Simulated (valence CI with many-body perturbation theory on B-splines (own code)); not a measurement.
## Assign the levels of Cs15+

Calculated by relativistic CI+MBPT: four valence electrons over a frozen Dirac-Fock core [Kr], radial functions for each j: 7 s, 7 p, 8 d, 6 f, 4 g, 1 h, with the one-electron correlation potential Σ1, the two-electron term Σ2, the three-electron term Σ3, Breit, model QED; selected CI, second order for the rest, scaled by the run's own slope (own B-spline code, finite nucleus).

No measured levels were compared; by estimate terms of the open shell hold to 2 to 4 % of their energy, and close levels can change places. Excitations out of the core, of the other parity, are not computed and may begin above about 66.7 eV (a cautious bound); beyond it only levels of the ground parity were kept, without lifetimes.

| No. | J | Parity | E (eV) | g |
| --- | --- | --- | --- | --- |
| 2 | 1 | even | 1.192 | 1.498 |
| 3 | 2 | even | 2.214 | 1.472 |
| 4 | 3 | even | 3.006 | 1.449 |
| 9 | 5 | even | 6.797 | 1.073 |
| 11 | 1 | even | 7.064 | 1.357 |
| 12 | 6 | even | 7.389 | 1.119 |
| 18 | 5 | even | 10.040 | 1.159 |
| 20 | 1 | even | 10.534 | 0.660 |
| 21 | 6 | even | 10.561 | 1.045 |

Energies count from the lowest level. Strongly mixed levels and levels close to another of their J and parity, and those with J = 0 are left out, so the numbers can have gaps.

Q: Give configuration and LS term of each level.

A: 2: 4d⁴ ⁵D; 3: 4d⁴ ⁵D; 4: 4d⁴ ⁵D; 9: 4d⁴ ³H; 11: 4d⁴ ³P; 12: 4d⁴ ³H; 18: 4d⁴ ³G; 20: 4d⁴ ³D; 21: 4d⁴ ¹I.
